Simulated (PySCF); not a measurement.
PySCF 2.14 output of a UHF calculation on a single atom or ion in cc-pVTZ (7s6p4d2f1g, 68 functions), with the non-relativistic Hamiltonian (point nucleus):

```
SCF conv_tol = 1e-09
number electrons alpha = 12  beta = 10
cycle= 1 E= -848.412684023618  delta_E= -0.00652  |g|= 0.0287  |ddm|= 0.0456
cycle= 2 E= -848.412903360005  delta_E= -0.000219  |g|= 0.0056  |ddm|= 0.0119
cycle= 3 E= -848.412913852066  delta_E= -1.05e-05  |g|= 0.00047  |ddm|= 0.0167
cycle= 4 E= -848.412914147808  delta_E= -2.96e-07  |g|= 0.000241  |ddm|= 0.00116
cycle= 5 E= -848.412914206568  delta_E= -5.88e-08  |g|= 3.64e-05  |ddm|= 0.00318
cycle= 6 E= -848.412914208321  delta_E= -1.75e-09  |g|= 5.23e-06  |ddm|= 0.000511
cycle= 7 E= -848.412914208395  delta_E= -7.39e-11  |g|= 1.55e-06  |ddm|= 9.96e-05
converged SCF energy = -848.412914208395  <S^2> = 2.0080749  2S+1 = 3.0053784
```

The run itself started from symmetry-adapted Hartree-Fock orbitals and held the occupation by maximum overlap, so the iterations belong to that start.

Question: Which element, charge and spin multiplicity is this?

Answer: Ti (titanium, neutral), multiplicity 3; the state was [Ar] 3d2 4s2, high-spin 3F determinant.
